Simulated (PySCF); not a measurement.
Species: ethylbenzene, C8H10.
SMILES with atom numbers: `[CH3:1][CH2:2][c:3]1[cH:4][cH:5][cH:6][cH:7][cH:8]1` (hydrogens: H9, H10, H11 on C1; H12, H13 on C2; H14 on C4; H15 on C5; H16 on C6; H17 on C7; H18 on C8)

The geometry is computed with GFN2-xTB (gas phase).

Task: What internal coordinates does the optimisation give?

Result: 
| bond | length (bohr) | order |
| --- | --- | --- |
| C1–C2 | 2.891 | single |
| C2–C3 | 2.839 | single |
| C3–C4, C3–C8 | 2.625 | aromatic |
| C4–C5, C7–C8 | 2.614 | aromatic |
| C5–C6, C6–C7 | 2.616 | aromatic |
| C1–H9, C1–H10, C1–H11 | 2.056 | single |
| C2–H12, C2–H13 | 2.064 | single |
| C4–H14, C8–H18 | 2.043 | single |
| C5–H15, C7–H17 | 2.042 | single |
| C6–H16 | 2.041 | single |

Bonds in one row agree within 0.02 bohr and their mean is given. Orders are formal, as drawn. A selection of angles:
| angle | degrees |
| --- | --- |
| C1–C2–C3 | 110.4 |
| C2–C3–C4 | 120.6 |
| C4–C3–C8 | 118.7 |
| C3–C4–C5 | 120.7 |
| C4–C5–C6 | 120.1 |
| C5–C6–C7 | 119.7 |

Torsions: C1–C2–C3–C4 -89° (synclinal).

The C–C distances run from 1.383 Å (C4–C5, aromatic) to 1.530 Å (C1–C2, drawn single), a spread of 0.147 Å. Of the pairs four or more bonds apart, H12···H14 is among the closest relative to their van der Waals radii: 2.45 Å, 102 % of the sum of Bondi's values. The 6-membered ring C3–C4–C5–C6–C7–C8 has internal angles of 118.7° to 120.7° (sum 720°, against 720° for a flat polygon); it is planar, 0.00 Å rms from its mean plane, widest ring torsion 0°.

Point group: Cs (every atom within 0.08 Å of its image). No frequency check. One conformer, not necessarily the lowest.
